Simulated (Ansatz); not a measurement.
Mulliken charges of CH$_{6}$BNZn, SMILES `B[CH2][Zn][NH2]` from B3LYP/def2-TZVPP in Ansatz (PBE0-D4/def2-TZVP geometry).

```
atom   x (Å)   y (Å)   z (Å)  charge (e)
  B1  -1.520  -0.282  -0.846      -0.142
  C2  -0.479  -1.299  -0.485      -0.233
 Zn3   0.615   0.136   0.346       0.249
  N4   1.805   1.233   1.169      -0.421
  H5  -1.445   0.335  -1.876       0.015
  H6  -2.390   0.009  -0.070       0.015
  H7  -0.644  -1.993   0.341       0.132
  H8   0.188  -1.707  -1.248       0.132
  H9   1.556   1.657   2.050       0.127
 H10   2.313   1.910   0.618       0.127
```

Q: By hand: the dipole of these point charges (1 e Å = 4.8032 D).

A: Σ q r = (0.094, -0.173, 0.017) e Å, of length 0.198 e Å = 0.95 D.

Q: How does the dipole of the full density compare? (An estimate is asked.)

A: Ansatz gave: (0.218, 0.039, 0.120) e Å, 1.21 D; the point charges give 0.79 times that, at 72° from its direction.

Point charges leave out the atoms' own dipoles, such as those of lone pairs, and Mulliken's split depends on the basis, so the two needn't agree.

B3LYP here is the variant with VWN-RPA as its local correlation; programs differ in this.
